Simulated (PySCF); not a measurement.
Record of a relaxation.

C₂H₅AlBrN.
SMILES with atom numbers: `[CH:1]#[N+:2][Al@@H-:3]([CH3:4])[Br:5]` (hydrogens: H6 on C1; H7 on Al3; H8, H9, H10 on C4)
Bond orders are those of one Lewis drawing.

Computed by this run: PBE0-D3(BJ)/def2-SVP geometry optimisation, gas phase in PySCF; density fitting, grid level 1; the optimiser is geomeTRIC in internal coordinates, started from a GFN2-xTB structure with every atom displaced at random (about 0.01 Å). 14 of its 28 geometries are shown. The frame can shift and turn from step to step; on so coarse a grid that alone can change the energy by a few meV, and forces under 0.02 eV/Å are noise.

Step 0: E = -80261.3109 eV, largest atomic force 1.822 eV/Å
```
atom  x, y, z in Å  |  force x, y, z in eV/Å
C1      1.836    1.580    1.097   -0.507  -0.552  -0.413
N2      1.067    0.886    0.603    0.225   0.120   0.182
Al3    -0.760    0.292   -0.112    0.384  -0.865  -0.188
C4     -0.501   -1.506   -0.905   -1.804   0.112   0.229
Br5    -1.790    0.530    1.899   -0.367  -0.083   0.447
H6      2.507    2.267    1.547    0.647   0.504   0.403
H7     -0.835    1.595   -0.934   -0.228   0.555  -0.598
H8     -0.519   -1.456   -2.002    0.082   0.021  -0.174
H9      0.394   -2.012   -0.602    0.987  -0.379   0.312
H10    -1.348   -2.197   -0.612    0.580   0.567  -0.199
```

Step 2: E = -80261.4594 eV, largest atomic force 0.132 eV/Å
```
atom  x, y, z in Å  |  force x, y, z in eV/Å
C1      1.889    1.530    1.086    0.008  -0.020  -0.017
N2      1.032    0.937    0.605   -0.087   0.097   0.020
Al3    -0.822    0.324   -0.145    0.112   0.012  -0.021
C4     -0.492   -1.468   -0.865   -0.021  -0.089  -0.005
Br5    -1.940    0.468    1.872   -0.011   0.014   0.024
H6      2.677    2.115    1.541    0.034  -0.058   0.003
H7     -1.007    1.606   -1.072   -0.042  -0.025  -0.023
H8     -0.465   -1.462   -1.967    0.021   0.006   0.012
H9      0.462   -1.898   -0.514   -0.010   0.032   0.006
H10    -1.283   -2.175   -0.563   -0.004   0.031   0.001
```

Step 4: E = -80261.4746 eV, largest atomic force 0.232 eV/Å
```
atom  x, y, z in Å  |  force x, y, z in eV/Å
C1      1.911    1.480    1.037    0.186  -0.119   0.070
N2      0.982    0.986    0.583   -0.174   0.101  -0.106
Al3    -0.856    0.364   -0.161   -0.048  -0.012   0.066
C4     -0.482   -1.445   -0.819   -0.027   0.084  -0.018
Br5    -1.973    0.542    1.865    0.030   0.004  -0.067
H6      2.802    1.911    1.476   -0.033   0.045  -0.005
H7     -1.121    1.586   -1.144    0.022   0.013   0.000
H8     -0.432   -1.472   -1.920   -0.024  -0.012   0.013
H9      0.481   -1.820   -0.441    0.050  -0.087   0.059
H10    -1.262   -2.154   -0.497    0.019  -0.018  -0.012
```

Step 6: E = -80261.4812 eV, largest atomic force 0.145 eV/Å
```
atom  x, y, z in Å  |  force x, y, z in eV/Å
C1      1.951    1.381    0.955   -0.029  -0.092   0.031
N2      0.934    1.035    0.551    0.104   0.079  -0.061
Al3    -0.893    0.419   -0.173   -0.064  -0.040   0.035
C4     -0.475   -1.413   -0.745    0.044   0.010   0.044
Br5    -2.026    0.663    1.829   -0.015  -0.003  -0.027
H6      2.912    1.684    1.350   -0.009   0.039   0.000
H7     -1.175    1.592   -1.210    0.029   0.007  -0.012
H8     -0.383   -1.484   -1.841    0.008  -0.008   0.002
H9      0.470   -1.782   -0.308   -0.045   0.006  -0.008
H10    -1.263   -2.117   -0.431   -0.023   0.001  -0.004
```

Step 8: E = -80261.4835 eV, largest atomic force 0.112 eV/Å
```
atom  x, y, z in Å  |  force x, y, z in eV/Å
C1      1.974    1.360    0.937   -0.084   0.020   0.021
N2      0.946    1.041    0.540    0.107  -0.008  -0.030
Al3    -0.892    0.429   -0.179   -0.013  -0.009   0.005
C4     -0.488   -1.415   -0.720    0.007  -0.033   0.012
Br5    -2.053    0.697    1.799   -0.006   0.012  -0.007
H6      2.935    1.672    1.326    0.007  -0.013   0.000
H7     -1.137    1.596   -1.232    0.010  -0.004  -0.012
H8     -0.370   -1.500   -1.813    0.016  -0.001   0.011
H9      0.435   -1.804   -0.255   -0.027   0.020   0.002
H10    -1.300   -2.099   -0.423   -0.018   0.016  -0.002
```

Step 10: E = -80261.4856 eV, largest atomic force 0.167 eV/Å
```
atom  x, y, z in Å  |  force x, y, z in eV/Å
C1      1.993    1.365    0.944    0.091   0.099   0.048
N2      0.984    1.033    0.514   -0.129  -0.098  -0.040
Al3    -0.871    0.430   -0.201    0.038   0.051  -0.025
C4     -0.517   -1.432   -0.702   -0.055   0.018  -0.031
Br5    -2.049    0.756    1.756    0.015   0.000  -0.010
H6      2.937    1.698    1.355    0.003  -0.026   0.008
H7     -1.067    1.586   -1.276   -0.011   0.000  -0.012
H8     -0.372   -1.541   -1.790    0.006  -0.001   0.007
H9      0.377   -1.841   -0.207    0.037  -0.035   0.056
H10    -1.366   -2.074   -0.415    0.004  -0.007  -0.002
```

Step 12: E = -80261.4870 eV, largest atomic force 0.028 eV/Å
```
atom  x, y, z in Å  |  force x, y, z in eV/Å
C1      1.988    1.374    0.957   -0.015   0.004  -0.014
N2      0.991    1.029    0.504   -0.001  -0.012   0.018
Al3    -0.858    0.435   -0.223    0.024   0.008  -0.012
C4     -0.523   -1.438   -0.699    0.007   0.012  -0.007
Br5    -2.035    0.768    1.734    0.000   0.015  -0.003
H6      2.924    1.704    1.387   -0.004  -0.003   0.010
H7     -1.045    1.586   -1.305   -0.006  -0.005  -0.008
H8     -0.368   -1.565   -1.782    0.013  -0.010   0.004
H9      0.360   -1.852   -0.184   -0.015  -0.006   0.016
H10    -1.383   -2.065   -0.411   -0.004  -0.002  -0.003
```

Step 15: E = -80261.4884 eV, largest atomic force 0.032 eV/Å
```
atom  x, y, z in Å  |  force x, y, z in eV/Å
C1      1.972    1.381    0.988   -0.013  -0.016  -0.014
N2      0.997    1.025    0.498    0.019   0.020   0.017
Al3    -0.834    0.441   -0.270    0.001  -0.009  -0.004
C4     -0.526   -1.450   -0.685    0.007  -0.009   0.003
Br5    -2.042    0.825    1.660    0.000   0.002   0.002
H6      2.888    1.719    1.454   -0.005   0.006   0.006
H7     -0.983    1.571   -1.380   -0.003  -0.004  -0.006
H8     -0.316   -1.618   -1.754    0.016   0.000   0.003
H9      0.313   -1.873   -0.107   -0.015   0.004   0.004
H10    -1.419   -2.043   -0.425   -0.006   0.006  -0.012
```

Step 17: E = -80261.4894 eV, largest atomic force under 0.02 eV/Å
```
atom  x, y, z in Å  |  force x, y, z in eV/Å
C1      1.956    1.395    1.011    0.003   0.006   0.009
N2      0.992    1.027    0.510    0.000   0.002  -0.011
Al3    -0.825    0.436   -0.287   -0.003  -0.001   0.004
C4     -0.518   -1.457   -0.688   -0.005  -0.005   0.001
Br5    -2.056    0.829    1.627    0.006  -0.002  -0.001
H6      2.858    1.748    1.493    0.000  -0.002   0.001
H7     -0.956    1.560   -1.406   -0.007  -0.002  -0.002
H8     -0.269   -1.634   -1.747    0.014   0.006   0.002
H9      0.293   -1.886   -0.076   -0.005  -0.005   0.012
H10    -1.426   -2.039   -0.459   -0.003   0.003  -0.015
```

Step 19: E = -80261.4904 eV, largest atomic force 0.022 eV/Å
```
atom  x, y, z in Å  |  force x, y, z in eV/Å
C1      1.941    1.409    1.029    0.002   0.008   0.013
N2      0.985    1.031    0.519   -0.002  -0.006  -0.022
Al3    -0.821    0.430   -0.295    0.003   0.004   0.007
C4     -0.509   -1.463   -0.692   -0.002   0.004   0.001
Br5    -2.066    0.823    1.611    0.006  -0.001   0.001
H6      2.835    1.772    1.518    0.001  -0.002   0.000
H7     -0.943    1.551   -1.417   -0.012  -0.001   0.000
H8     -0.224   -1.636   -1.743    0.013   0.003   0.002
H9      0.278   -1.898   -0.054   -0.007  -0.007   0.012
H10    -1.428   -2.041   -0.498   -0.002  -0.001  -0.015
```

Step 21: E = -80261.4926 eV, largest atomic force under 0.02 eV/Å
```
atom  x, y, z in Å  |  force x, y, z in eV/Å
C1      1.924    1.424    1.045   -0.003  -0.007   0.001
N2      0.977    1.037    0.525    0.004  -0.003  -0.014
Al3    -0.821    0.423   -0.300    0.011   0.005   0.007
C4     -0.496   -1.468   -0.697    0.006   0.010  -0.001
Br5    -2.075    0.811    1.600    0.004   0.003   0.006
H6      2.811    1.792    1.544   -0.001   0.003   0.001
H7     -0.941    1.542   -1.425   -0.016  -0.002   0.001
H8     -0.156   -1.629   -1.733    0.013  -0.005   0.004
H9      0.253   -1.913   -0.021   -0.013  -0.004   0.009
H10    -1.427   -2.043   -0.560   -0.004   0.000  -0.014
```

Step 23: E = -80261.4974 eV, largest atomic force 0.022 eV/Å
```
atom  x, y, z in Å  |  force x, y, z in eV/Å
C1      1.904    1.436    1.057   -0.003  -0.016  -0.015
N2      0.967    1.047    0.520    0.005   0.004   0.006
Al3    -0.825    0.418   -0.306    0.015  -0.001   0.001
C4     -0.477   -1.469   -0.698    0.008   0.004  -0.008
Br5    -2.083    0.799    1.593    0.002   0.006   0.011
H6      2.783    1.803    1.569   -0.003   0.006   0.002
H7     -0.958    1.531   -1.435   -0.015  -0.002   0.001
H8     -0.034   -1.615   -1.696    0.013  -0.008   0.008
H9      0.194   -1.934    0.044   -0.016   0.003   0.005
H10    -1.421   -2.038   -0.670   -0.005   0.004  -0.011
```

Step 25: E = -80261.5050 eV, largest atomic force under 0.02 eV/Å
```
atom  x, y, z in Å  |  force x, y, z in eV/Å
C1      1.878    1.441    1.065    0.000   0.008  -0.016
N2      0.949    1.061    0.510    0.001  -0.006   0.018
Al3    -0.835    0.414   -0.315    0.006  -0.002  -0.006
C4     -0.447   -1.467   -0.694   -0.003  -0.009  -0.007
Br5    -2.098    0.789    1.582    0.003   0.003   0.006
H6      2.748    1.805    1.596    0.001  -0.002   0.000
H7     -0.993    1.513   -1.454   -0.007   0.000   0.001
H8      0.185   -1.597   -1.588    0.008  -0.002   0.009
H9      0.050   -1.967    0.154   -0.008   0.004   0.004
H10    -1.387   -2.015   -0.877   -0.002   0.006  -0.009
```

Step 27: E = -80261.5085 eV, largest atomic force 0.029 eV/Å
```
atom  x, y, z in Å  |  force x, y, z in eV/Å
C1      1.856    1.452    1.075    0.001   0.021  -0.015
N2      0.933    1.074    0.508   -0.004  -0.019   0.022
Al3    -0.841    0.407   -0.323    0.007   0.004  -0.008
C4     -0.424   -1.469   -0.691   -0.017  -0.005  -0.003
Br5    -2.113    0.781    1.568    0.002   0.001   0.003
H6      2.717    1.818    1.618    0.003  -0.006  -0.001
H7     -1.011    1.495   -1.470    0.000   0.001   0.001
H8      0.372   -1.587   -1.444    0.002   0.002   0.003
H9     -0.121   -2.009    0.220    0.003  -0.001   0.000
H10    -1.318   -1.983   -1.084    0.002   0.002  -0.001
```

Question: Summarise the path.

Answer: The energy falls by 0.1975 eV from step 0 to step 27; nine tenths of that is first reached at step 16. It falls at every step. The largest force goes from 1.822 to 0.029 eV/Å. Among the bonds Al3–H7 changes most, from 1.541 to 1.591 Å; the atoms move by 0.466 Å rms after alignment.

What follows is the cost of the whole optimisation. On Arm Neoverse V1, one thread, no GPU, shared host with 32 logical CPUs at a one-minute load of 26, this took 2.8 min and 0.49 GiB of memory at its peak.
